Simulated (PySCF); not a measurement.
**Sb²⁺ (antimony, charge +2): UHF calculation**

Configuration: [Kr] 4d10 5s1 5p2, high-spin 4P determinant (an excited configuration). All numbers are calculated (PySCF 2.14, scalar relativity by spin-free X2C-1e, in x2c-QZVPPall with one added diffuse shell each of s, p, d, f type (14s10p8d5f1g, 128 functions)).

- Total energy: -6476.930577 hartree
- One-electron energy: -8863.0343 hartree
- Hartree (Coulomb) energy: 2555.1209 hartree
- Exchange energy: -169.0171 hartree
- ⟨S²⟩: 3.7527
- ⟨L²⟩: 2.014
- Sum of ⟨r⟩: 30.56 bohr
- Sum of ⟨r²⟩: 39.54 bohr²
- Traceless quadrupole moment −½Σ⟨3z² − r²⟩ along its main axis: 2.94 e·bohr²
- Langevin diamagnetic susceptibility: -31.3 ×10⁻⁶ cm³/mol

| shell | electrons | mean orbital energy (hartree) | spread (hartree) | rms radius, mean of both spins (bohr) |
| --- | --- | --- | --- | --- |
| 1s α | 1 | -1126.84880 | 0 | 0.0325 |
| 1s β | 1 | -1126.83895 | 0 | 0.0325 |
| 2s α | 1 | -175.58350 | 0 | 0.133 |
| 2s β | 1 | -175.57713 | 0 | 0.133 |
| 2p α | 3 | -157.54339 | 0.00101 | 0.118 |
| 2p β | 3 | -157.53819 | 0.00413 | 0.118 |
| 3s α | 1 | -36.51289 | 0 | 0.352 |
| 3s β | 1 | -36.49843 | 0 | 0.352 |
| 3p α | 3 | -30.47260 | 0.00166 | 0.352 |
| 3p β | 3 | -30.46172 | 0.01035 | 0.352 |
| 3d α | 5 | -21.23029 | 0.00675 | 0.331 |
| 3d β | 5 | -21.22661 | 0.00906 | 0.331 |
| 4s α | 1 | -7.21573 | 0 | 0.843 |
| 4s β | 1 | -7.18259 | 0 | 0.843 |
| 4p α | 3 | -5.27215 | 0.00267 | 0.911 |
| 4p β | 3 | -5.25030 | 0.02355 | 0.911 |
| 4d α | 5 | -2.34951 | 0.01699 | 1.10 |
| 4d β | 5 | -2.32866 | 0.02755 | 1.10 |
| 5s α | 1 | -1.36802 | 0 | 2.25 |
| 5p α | 2 | -0.95511 | 0 | 2.62 |

Densities and radii are taken from the X2C orbitals without a picture-change correction, which distorts them close to the nucleus.

Spin-orbit constants ζ (cm⁻¹) from the X2C one-electron operator on these orbitals: bare nucleus, nucleus screened by l(l+1)(2l+1)/3 electrons, and screened by the Breit-Pauli mean field of the electrons.

```csv
shell,bare,screened nucleus,mean field
2p,1344000,1292000,n/a
3p,251400,241600,n/a
3d,37970,30530,n/a
4p,43770,42050,n/a
4d,4763,3829,n/a
5p,4339,4169,n/a
```

To first order the Landé constant is A = 1390 cm⁻¹, so the lowest level has J = 1/2 and lies 0.431 eV below the centre of the term. This holds in LS coupling only.
